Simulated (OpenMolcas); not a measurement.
# Mo4+ in a point-charge field

Mo4+ among 6 point charges of -1.5 e arranged as an octahedron (Oh), 2.23 Å from the ion.

```
Program             : OpenMolcas 26.06
Method              : CASSCF
Basis               : ANO-RCC-VDZP [6s5p3d1f]
Scalar Hamiltonian  : DKH2, point nucleus
Active space        : 2 electrons in 5 orbitals (4d)
State averaging     : 2S+1 = 3 even, 10 roots; 2S+1 = 1 even, 15 roots
Spin-orbit coupling : state interaction with AMFI integrals over the reference wave functions
```

The lowest spin-free states (labels of O, the rotations of Oh), above the lowest:

```tsv
State	Degeneracy	E (cm-1)	Free-ion L (%)
3T1	3	0.0	F (98)
3T2	3	4482	F (100)
3A2	1	9784	F (100)
1T2	3	12282	D (84)
1E	2	12907	D (69)
3T1	3	16629	P (98)
1T2	3	19766	G (84)
1A1	1	21621	G (95)
1T1	3	21768	G (100)
1E	2	24713	G (69)
1A1	1	47766	S (95)
```

The lowest levels with spin-orbit coupling:

```
E (cm-1)  Degeneracy  Label  2S+1
     0.0           2      E     3
   270.3           3     T2     3
    1666           3     T1     3
    2502           1     A1     3
    5171           3     T2     3
    5224           1     A2     3
    6074           3     T1     3
    6274           2      E     3
   11204           3     T2     3
   13426           3     T2     1
   13837           2      E     1
   16766           1     A1     3
   17383           3     T1     3
   18476           3     T2     3
   18571           2      E     3
   21142           3     T2     1
   22887           1     A1     1
   23016           3     T1     1
   26052           2      E     1
   49122           1     A1     1
```

Powder χT (cm3 K/mol): 0 at 2 K, 0.00448 at 10 K, 0.0225 at 50 K, 0.0486 at 100 K, 0.119 at 200 K, 0.195 at 300 K. The effective moment at 300 K is 2.828 √(χT) = 1.25 μB.

The lowest level has 2S+1 = 3, for which the spin-only value is χT = S(S+1) / 2 = 1.000 cm3 K/mol (g = 2). The computed 0.195 at 300 K differs by -0.805, through orbital momentum, spin-orbit coupling and any other state in reach. With a threefold ground state the orbital momentum is unquenched, so the spin-only value is not expected to hold.

A least-squares ligand-field fit to the states below 45000 cm-1, each weighted by its degeneracy and with a free common offset, gives 10Dq = 5414 cm-1, B = 861 cm-1 and C = 3458 cm-1 (C/B = 4.02), with an rms deviation of 70 cm-1.

An orbital triplet at a regular site is open to Jahn-Teller coupling, which can distort the site and quench the lowest spin-orbit gaps and is left out. Without dynamic correlation the repulsion within the d shell is too large (B by tens of per cent), so at a given field states of lower spin stand too high. This field is weak: 10Dq is about 5414 cm-1, while octahedral complexes of 4d ions of charge 3 and more, computed by the same method with explicit ligands, had a median near 25000 cm-1. Ground spin and moment need not be those of a real site. Point charges carry no covalency, so the field is a model and not that of real ligands. No measured value stands beside these numbers.
